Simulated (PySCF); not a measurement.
```xyz
4
charge 0 multiplicity 4, angstrom
Re    0.0000    0.0000    0.4234
S     0.0000    0.0000    2.5296
I     2.3604    0.0000   -0.6304
I    -2.3604    0.0000   -0.6304
```

Computed with PySCF, UPBE0, basis Re def2-SVP with ECP60, S def2-SVP, I def2-SVP with ECP28 (scalar-relativistic core potentials, no spin–orbit coupling, density fitting).

This geometry of ReSI₂ is a stationary point at this level.

Question: What is the point group?

Answer: C2v.

Question: Is it a minimum?

Answer: Yes: all harmonic wavenumbers are real, though the softest, 47 cm⁻¹, leaves little margin.

Question: Which band is strongest in the infrared?

Answer: 551 cm⁻¹ (a1), 30 km/mol.

Question: Give the atomic charges and bond orders.

Answer: 
| atom | Mulliken | Löwdin | polar tensor | spin (Mulliken) | Mayer order to Re1 |
| --- | --- | --- | --- | --- | --- |
| Re1 | 0.37 | -0.70 | 1.03 | 2.76 | – |
| S2 | -0.11 | 0.27 | -0.33 | 0.13 | 2.11 |
| I3,4 | -0.13 | 0.21 | -0.35 | 0.06 | 1.15 |

Only a few start shapes were tried, so a lower isomer may exist. With open d or f shells other occupations or spin states may lie lower. Spin–orbit coupling, left out here, can matter for elements this heavy.
